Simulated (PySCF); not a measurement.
## SbTe under electron impact: the energy ladder

PBE0 in PySCF with def2-TZVPPD on every atom (core potentials on Sb, Te), for the lowest determinant that a PBE0 search found; no spin–orbit coupling.

```json
{"species": "SbTe", "state (unpaired electrons)": "doublet (π ↑)", "Re (Å)": "2.524", "ωe (cm⁻¹)": "263", "energy of the minimum from the neutral (eV)": "0.00", "De (eV)": "2.69", "dissociates to": "Sb + Te"}
{"species": "SbTe⁺", "state (unpaired electrons)": "singlet (closed shell)", "Re (Å)": "2.445", "ωe (cm⁻¹)": "308", "energy of the minimum from the neutral (eV)": "7.29", "De (eV)": "4.43", "dissociates to": "Sb⁺ + Te"}
{"species": "SbTe⁻", "state (unpaired electrons)": "triplet (π ↑↑)", "Re (Å)": "2.639", "ωe (cm⁻¹)": "224", "energy of the minimum from the neutral (eV)": "-2.06", "De (eV)": "2.73", "dissociates to": "Sb + Te⁻"}
```

Q: Work out the lowest energy to break SbTe into atoms, from its vibrational ground state.

A: D0 = De − ωe/2 = 2.69 − 0.02 = 2.67 eV (PBE0/def2-TZVPPD).

Q: Work out the ionisation energy of the Sb atom at this level and the threshold of dissociative ionisation.

A: IE(Sb) = 7.29 + 4.43 − 2.69 = 9.03 eV, so Sb⁺ + Te + e⁻ appears at D0 + IE(Sb) = 11.70 eV (PBE0/def2-TZVPPD). The measured IE(Sb) is 8.608 eV (NIST ASD).

Q: Work out the electron affinity of the Te atom and the threshold of dissociative attachment.

A: EA(Te) = 2.69 − 2.73 − (-2.06) = 2.02 eV, so Sb + Te⁻ needs D0 − EA(Te) = 0.65 eV (PBE0/def2-TZVPPD). The measured EA(Te) is 1.971 eV.

Q: At which energy does ion-pair formation open?

A: Sb⁺ + Te⁻ lies at D0 + IE(Sb) − EA(Te) = 9.68 eV (PBE0/def2-TZVPPD).

These are thermodynamic thresholds; the onsets seen under electron impact lie higher where the geometry changes, and cross-sections peak well above them.

Spin–orbit coupling is left out, which matters for elements this heavy, above all for dissociation energies. For an ion De counts to the pair picked by the measured ionisation energies or electron affinities, which need not be the lowest pair at this level. States were picked by a PBE0 search and need not be the measured ground states.
